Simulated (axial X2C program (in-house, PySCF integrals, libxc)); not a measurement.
Spin–orbit effects down a group: molecules with Nb, PBE0

Calculated with an in-house all-electron X2C program for linear molecules (integrals from PySCF), spin-free (one-electron X2C) or two-component (2c: spin–orbit coupling with atomic mean-field Coulomb and Gaunt terms, which also bring small scalar terms), in Dyall basis sets with cores contracted in-house; open shells are unrestricted.

Basis sets: H dyall-v3z, Li dyall-cv3z, Na dyall-cv3z, Nb dyall-cv3z, Rb dyall-cv3z.

```json
{"molecule": "NbH", "spin-free state": "M_S = 2, Λ = 2", "Re (Å)": "1.764", "ωe (cm⁻¹)": "1714.0", "De (eV)": "2.52", "2c state": "Ω = 1", "Re 2c (Å)": "1.783", "ωe 2c (cm⁻¹)": "1707.7", "De 2c (eV)": "n/a"}
{"molecule": "LiNb", "spin-free state": "M_S = 2, Λ = 2", "Re (Å)": "2.751", "ωe (cm⁻¹)": "294.1", "De (eV)": "0.81", "2c state": "Ω = 1", "Re 2c (Å)": "2.887", "ωe 2c (cm⁻¹)": "283.6", "De 2c (eV)": "n/a"}
{"molecule": "NaNb", "spin-free state": "M_S = 2, Λ = 0", "Re (Å)": "3.152", "ωe (cm⁻¹)": "144.0", "De (eV)": "0.64", "2c state": "Ω = 1", "Re 2c (Å)": "3.160", "ωe 2c (cm⁻¹)": "150.8", "De 2c (eV)": "n/a"}
{"molecule": "RbNb", "spin-free state": "M_S = 2, Λ = 0", "Re (Å)": "3.645", "ωe (cm⁻¹)": "75.1", "De (eV)": "0.61", "2c state": "Ω = 2", "Re 2c (Å)": "3.644", "ωe 2c (cm⁻¹)": "75.0", "De 2c (eV)": "n/a"}
```

(1) Work out the shifts from the spin-free to the two-component result.

Each entry is the lowest single determinant of a limited PBE0 search at one distance. De goes to single-determinant-based atoms at the same level (for ions the charge split of lowest energy) and is withheld (n/a) where an atom does not fit its ground term or J level. Main or longest-lived isotopes. One determinant is a doubtful description, or other states lie close, for NbH, LiNb, NaNb, RbNb; these need not be ground states, and all values refer to the states named. Some open-shell Ω = 0 determinants are out of reach, so the Ω given for NbH, LiNb, NaNb, RbNb need not be the lowest component. With several unpaired electrons the Ω given is that of one determinant, not necessarily of the lowest component. The functionals have no current term, which raises determinants with orbital currents. Where the atoms have a lower orbital projection than the molecule, De at mean-field level may be about a tenth of an eV too small. The lowest determinant changes configuration between the Hamiltonians for NbH, LiNb, NaNb, so two states are compared there.

## Answers

(1) 

| molecule | 2c state | ΔRe (Å) | Δωe (cm⁻¹) | ΔDe (eV) |
| --- | --- | --- | --- | --- |
| NbH | Ω = 1 | other state | other state | n/a |
| LiNb | Ω = 1 | other state | other state | n/a |
| NaNb | Ω = 1 | other state | other state | n/a |
| RbNb | Ω = 2 | -0.001 | -0.1 | n/a |

Shifts of one unit in the last digit are rounding.
